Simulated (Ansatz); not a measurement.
Basis-set extrapolation for CH8B2OSi, SMILES `OBCB[SiH3]` (PBE0-D4/def2-TZVP geometry, frozen core, the Gaussian-basis code of Ansatz). Multiplicity 1, RHF reference.

```tsv
	def2-TZVPP	def2-QZVPP
HF	-455.797638	-455.814508
MP2 correlation	-0.740831	-0.792837
CCSD(T) correlation	-0.828529	not run
```

Energies in hartree. Use E(X) = E(∞) + A·exp(−7.88·√X) for Hartree–Fock and E(X) = E(∞) + B·X^(−2.97) for correlation, with X = 3 and 4, and add CCSD(T) minus MP2 of the smaller set to the MP2 limit.

**Question.** What is the CCSD(T) energy at the basis-set limit?

**Answer.** HF limit: -455.814508 + (-0.016870) × 0.13774 = -455.81683. MP2 limit: -0.792837 + (-0.052006) × 0.74074 = -0.83136. Higher-order term: -0.828529 − (-0.740831) = -0.08770. Total: -456.73589 hartree, 68.9 kcal/mol below CCSD(T)/def2-TZVPP.
